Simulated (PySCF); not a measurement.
CH5OSb, SMILES [O]([SbH2])C.

The structure is a stationary point at PBE0-D3(BJ)/def2-SVP. The def2 effective core potentials stand for the cores of Sb; spin–orbit coupling is left out.

All values below come from PySCF with PBE0-D3(BJ)/def2-SVP.

Frequencies are harmonic and unscaled.

```tsv
mode	ν (cm⁻¹)	IR (km/mol)	moving atoms (share of kinetic energy)
1	167	0.1	H 99 %
2	188	8.9	H 66 %, O 26 %
3	245	2.1	C 40 %, H 30 %, O 23 %
4	548	62.9	O 65 %, Sb 15 %, H 11 %, C 9 %
5	637	11.8	H 94 %
6	695	54.8	H 88 %, O 11 %
7	858	43.4	H 99 %
8	1148	174.3	O 51 %, C 44 %
9	1172	1.6	H 76 %, C 19 %
10	1186	1.6	H 73 %, C 20 %
11	1461	7.7	H 97 %
12	1461	14.7	H 90 %, C 9 %
13	1477	18.8	H 94 %
14	1905	185.5	H 99 %
15	1908	226.8	H 99 %
16	2978	73.4	H 97 %
17	3046	47.8	H 90 %, C 10 %
18	3105	32.7	H 91 %, C 9 %
```
